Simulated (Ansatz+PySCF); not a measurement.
**singlet Li₄F₄: levels of theory in one basis**

```xyz
8

Li   -0.9240   -0.9240   -0.9240
F    -1.0249   -1.0249    1.0249
F    -1.0249    1.0249   -1.0249
Li   -0.9240    0.9240    0.9240
F     1.0249   -1.0249   -1.0249
Li    0.9240   -0.9240    0.9240
Li    0.9240    0.9240   -0.9240
F     1.0249    1.0249    1.0249
```

Basis set: def2-SVP (spherical functions). Left uncorrelated: 4 orbitals. Charge 0, multiplicity 1.

Computed with Ansatz (development build ahead of 0.2.0); each method stands on the lowest determinant of its kind that the runs found.

```csv
method,E − E(RHF) (eV),<S²> of the determinant
RHF,0.00,0.00
```

Q: What does RHF-MP2 give on the same scale?

A: -22.57 eV.

Q: Is a single determinant a sound starting point here?

A: By this sign, yes. Unrestricted orbitals gain 0.00 eV and <S²> is 0.00 against 0.00 for a pure state.
